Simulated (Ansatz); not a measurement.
The inner images of a band of C$_{2}$H$_{4}$BF (8 atoms, charge 0, multiplicity 1) are given out of order.

Method: Ansatz, RKS PBE/def2-SVP.

Image 0:

```xyz
8
Properties=species:S:1:pos:R:3
B -0.548 1.176 -0.211
C 0.329 0.106 0.444
C 0.311 -1.149 -0.067
F 1.032 -2.156 0.422
H -1.237 0.878 -1.172
H -0.572 2.319 0.205
H 0.983 0.285 1.315
H -0.299 -1.459 -0.936
```

Image 6:

```xyz
8
Properties=species:S:1:pos:R:3
B -0.571 1.173 -0.242
C 0.316 0.110 0.428
C 0.400 -1.184 0.029
F -0.282 -1.683 -0.999
H -1.262 0.890 -1.200
H -0.587 2.312 0.186
H 0.953 0.343 1.299
H 1.032 -1.961 0.500
```

Question: Put them in order from the first end to the last, with their energies above the first end.
A.
```xyz
8
Properties=species:S:1:pos:R:3
B -0.683 0.823 0.369
C 0.676 0.171 0.507
C 0.420 -0.890 -0.324
F -0.505 -1.807 -0.037
H -1.563 0.139 -0.103
H -0.868 2.022 0.376
H 1.670 0.650 0.529
H 0.854 -1.109 -1.317
```
B.
```xyz
8
Properties=species:S:1:pos:R:3
B -0.520 0.910 -0.013
C 0.808 0.321 0.269
C 0.264 -0.862 -0.205
F 0.010 -1.981 0.488
H -1.297 0.256 -0.703
H -1.035 1.890 0.481
H 1.626 0.528 0.966
H 0.144 -1.061 -1.283
```
C.
```xyz
8
Properties=species:S:1:pos:R:3
B -0.537 0.812 0.296
C 0.772 0.257 0.541
C 0.203 -0.732 -0.285
F -0.383 -1.862 0.229
H -1.259 -0.031 -0.323
H -1.065 1.902 0.233
H 1.803 0.605 0.652
H 0.466 -0.951 -1.345
```
D.
```xyz
8
Properties=species:S:1:pos:R:3
B -0.532 1.072 -0.162
C 0.650 0.233 0.292
C 0.325 -1.021 -0.125
F 0.551 -2.147 0.542
H -1.227 0.624 -1.055
H -0.926 2.038 0.458
H 1.330 0.409 1.143
H -0.170 -1.208 -1.092
```
E.
```xyz
8
Properties=species:S:1:pos:R:3
B -0.754 0.888 0.471
C 0.588 0.179 0.305
C 0.501 -0.974 -0.409
F -0.562 -1.773 -0.362
H -1.749 0.259 0.179
H -0.821 2.086 0.648
H 1.576 0.672 0.330
H 1.220 -1.338 -1.162
```

Answer: D (+0.35 eV), B (+1.38 eV), C (+1.76 eV), A (+1.14 eV), E (+0.39 eV).

Time of the run: 5.6 min on 1 thread of Arm Neoverse V2, with other jobs on the host, peak memory 0.13 GiB.
